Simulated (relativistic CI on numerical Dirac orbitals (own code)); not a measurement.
Ir¹⁷⁺: sensitivity of the levels to the model

Base calculation: Dirac-Coulomb-Breit CI, separate exchange-only KLI orbitals for each configuration, QED by a radiative potential, unscaled Slater integrals.

Configuration list (outside the closed core [Kr]): 4d¹⁰4f¹²5s², 4d¹⁰4f¹⁴, 4d¹⁰4f¹³5s, 4d¹⁰4f¹²5s5p, 4d¹⁰4f¹³5p, 4d¹⁰4f¹¹5s²5p, 4d¹⁰4f¹²5s5d, 4d¹⁰4f¹¹5s5p², 4d¹⁰4f¹³5d, 4d¹⁰4f¹²5s5f, 4d¹⁰4f¹¹5s²5d, 4d¹⁰4f¹²5p5d, 4d⁹4f¹³5s², 4d¹⁰4f¹³6s, 4d¹⁰4f¹²5s5g, 4d¹⁰4f¹³5f, 4d¹⁰4f¹²5p6s, 4d¹⁰4f¹²5s6s, 4d¹⁰4f¹⁰5s²5p6s, 4d¹⁰4f¹¹5s²6s, 4d¹⁰4f¹³5g, 4d¹⁰4f¹²5s6p, 4d¹⁰4f¹¹5s²6d, 4d¹⁰4f¹²5s7s, 4d¹⁰4f¹²6s², 4d¹⁰4f¹¹5p6s², 4d¹⁰4f¹¹5d6s². Double excitations out of closed p, d and f shells are left out; levels of such configurations are missing from the list, as are those of other unlisted configurations, and high levels can miss mixing partners.

Variants: (1) configuration mixing switched off. Shifts of the energy above 4d¹⁰4f¹³5s ³F°4, in cm⁻¹, for the lowest level and the first level of each name with at least 55 % of one term (blank where a level changes its place among those of its configuration and J or its character, or is not in the variant):

| Level | Base | Δ(1) |
| --- | --- | --- |
| 4d¹⁰4f¹³5s ³F°4 | 0 | 0 |
| 4d¹⁰4f¹³5s ³F°3 | 4849 | +134 |
| 4d¹⁰4f¹⁴ ¹S0 | 7051 | -1021 |
| 4d¹⁰4f¹³5s ³F°2 | 25076 | +18 |
| 4d¹⁰4f¹³5s ¹F°3 | 30335 | +240 |
| 4d¹⁰4f¹²5s² ³H6 | 39089 | -1481 |
| 4d¹⁰4f¹²5s² ³F4 | 49469 | -1378 |
| 4d¹⁰4f¹²5s² ³H5 | 62354 | -1502 |
| 4d¹⁰4f¹²5s² ³F2 | 72675 | -1043 |
| 4d¹⁰4f¹²5s² ³F3 | 74973 | -1261 |
| 4d¹⁰4f¹²5s² ¹I6 | 112212 | -732 |
| 4d¹⁰4f¹²5s² ³P0 | 115356 | -489 |
| 4d¹⁰4f¹²5s² ³P1 | 120227 | -278 |
| 4d¹⁰4f¹²5s² ¹S0 | 199684 | -1141 |
| 4d¹⁰4f¹³5p ³D3 | 318389 | -263 |
| 4d¹⁰4f¹³5p ³G3 | 343940 | -136 |
| 4d¹⁰4f¹²5s5p ⁵D°0 | 378659 | +636 |
| 4d¹⁰4f¹¹5s²5p ⁵H7 | 390399 | -2535 |

At this charge transitions that keep the count of f electrons are usually good to a few per cent. Terms inside the open d or f shell come out 10 to 20 % too wide with unscaled integrals. Levels that differ in their count of f electrons can be misplaced by several ten thousand cm⁻¹, since the correlation energy of f electrons is missing or only estimated; rates across such gaps can be off by orders of magnitude. The computed lowest level isn't the tabulated ground level, which NIST ASD gives as 4f12 5s2 3H6; for such ions that label comes from theory and may be the wrong one.

Ionisation energy from one configuration of each of the two ions, the ground ones as tabulated or assumed: base 434.135 eV. The NIST ASD value (theoretical) is 445 ± 22 eV.

LS names give the leading component of a level, which can be under half, so a name can repeat, a term be missing and a line seem to break the LS rules.
